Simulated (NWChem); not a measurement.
System: BeICl; SMILES [Be]([I])[Cl]

The following NWChem deck was run.

```
start job
memory heap 200 mb stack 900 mb global 1100 mb
geometry units angstroms noautosym nocenter noautoz
  Be     0.741644     0.367319    -0.783893
  Cl     1.921543     0.952123    -2.031507
  I     -0.665710    -0.329527     0.703419
end
basis spherical
  * library def2-svpd
end
ecp
  I library def2-ecp
end
dft
  xc pbe0
  iterations 150
end
property
  response 1 0.0
end
task dft property
```

NWChem printed, in part:

```
             Northwest Computational Chemistry Package (NWChem) 7.3.0
             --------------------------------------------------------

                             Geometry "geometry" -> ""
                             -------------------------

 Output coordinates in angstroms (scale by  1.889725989 to convert to a.u.)

  No.       Tag          Charge          X              Y              Z
 ---- ---------------- ---------- -------------- -------------- --------------
    1 Be                   4.0000     0.74164400     0.36731900    -0.78389300
    2 Cl                  17.0000     1.92154300     0.95212300    -2.03150700
    3 I                   53.0000    -0.66571000    -0.32952700     0.70341900

 Effective nuclear repulsion energy (a.u.)     191.5908615497

                                 NWChem DFT Module
                                 -----------------

 Summary of "ao basis" -> "ao basis" (spherical)
 ------------------------------------------------------------------------------
       Tag                 Description            Shells   Functions and Types
 ---------------- ------------------------------  ------  ---------------------
 Be                        def2-svpd                 6       12   3s3p
 Cl                        def2-svpd                11       27   5s4p2d
 I                         def2-svpd                13       35   5s5p3d

            General Information
            -------------------
          SCF calculation type: DFT
          Wavefunction type:  closed shell.
          No. of atoms     :     3
          No. of electrons :    46
           Alpha electrons :    23
            Beta electrons :    23
          Charge           :     0
          Spin multiplicity:     1
          Use of symmetry is: off; symmetry adaption is: off
          Maximum number of iterations: 150
          AO basis - number of functions:    74
                     number of shells:    30
          Convergence on energy requested:  1.00D-06
          Convergence on density requested:  1.00D-05
          Convergence on gradient requested:  5.00D-04

              XC Information
              --------------
                         PBE0 Method XC Functional
                     Hartree-Fock (Exact) Exchange  0.250
          PerdewBurkeErnzerhof Exchange Functional  0.750
            Perdew 1991 LDA Correlation Functional  1.000 local
           PerdewBurkeErnz. Correlation Functional  1.000 non-local

             Grid Information
             ----------------
          Grid used for XC integration:  medium
          Radial quadrature: Mura-Knowles
          Angular quadrature: Lebedev.
          Tag              B.-S. Rad. Rad. Pts. Rad. Cut. Ang. Pts.
          ---              ---------- --------- --------- ---------
          Be                  1.05       49          13.0       434
          Cl                  1.00       88          15.0       590
          I                   1.40      123          14.0       590
          Grid pruning is: on
          Number of quadrature shells:   260
          Spatial weights used:  Erf1

      Superposition of Atomic Density Guess
      -------------------------------------

 Sum of atomic energies:        -821.00997378

      Non-variational initial energy
      ------------------------------

 Total energy =    -771.097887
 1-e energy   =   -1371.779742
 2-e energy   =     499.829123
 HOMO         =      -0.369545
 LUMO         =      -0.005003

   convergence    iter        energy       DeltaE   RMS-Dens  Diis-err
 ---------------- ----- ----------------- --------- --------- ---------
 d= 0,ls=0.0,diis     1   -772.4134677566 -8.73D+02  1.41D-02  2.41D-01
 d= 0,ls=0.0,diis     2   -772.4214237802 -7.96D-03  7.21D-03  1.91D-01
 d= 0,ls=0.0,diis     3   -772.4540976069 -3.27D-02  1.48D-03  1.19D-02
 d= 0,ls=0.0,diis     4   -772.4562890056 -2.19D-03  3.18D-04  2.13D-04
 d= 0,ls=0.0,diis     5   -772.4563166721 -2.77D-05  6.31D-05  1.22D-05
  Resetting Diis
 d= 0,ls=0.0,diis     6   -772.4563180980 -1.43D-06  2.05D-05  1.33D-06
 d= 0,ls=0.0,diis     7   -772.4563183440 -2.46D-07  6.46D-06  5.04D-08

         Total DFT energy =     -772.456318343996
      One electron energy =    -1373.466773630539
           Coulomb energy =      553.365537758004
    Exchange-Corr. energy =      -53.207815184778
 Nuclear repulsion energy =      100.852732713318

 Numeric. integr. density =       45.999996211879

                       DFT Final Molecular Orbital Analysis
                       ------------------------------------

 Vector   21  Occ=2.000000D+00  E=-3.669113D-01
              MO Center=  1.8D+00,  8.8D-01, -1.9D+00, r^2= 1.6D+00
   Bfn.  Coefficient  Atom+Function         Bfn.  Coefficient  Atom+Function
  ----- ------------  ---------------      ----- ------------  ---------------
    25      0.494536  2 Cl py                22      0.384735  2 Cl py
    24     -0.304566  2 Cl px                21     -0.236965  2 Cl px
    19      0.222689  2 Cl py                18     -0.137157  2 Cl px
     5     -0.126339  1 Be py                 4      0.077681  1 Be px
    28      0.070220  2 Cl py                52      0.067825  3 I  py

[...]

 DFT Linear Response polarizability / au
 Frequency  =       0.0000000 / au
              X              Y              Z
 -----------------------------------------------
 X      65.9975578      6.6429096    -14.1760898
 Y       6.6429096     55.8764251     -7.0216394
 Z     -14.1760899     -7.0216394     67.5703932
 -----------------------------------------------
 Eigenvalues =      52.5860895     52.5860877     84.2721989
 Isotropic   =      63.1481254
 Anisotropic =      31.6861103
 -----------------------------------------------

 Magnetic Dipole Response Matrix (nonzero elements):

 Exiting AOResponse driver routine
```

Level: PBE0/def2-SVPD with def2 effective core potentials on I. All runs use the structure optimised with PBE0/def2-SVP. Not confirmed as a minimum by frequencies. def2 effective core potentials on I; no spin-orbit coupling.
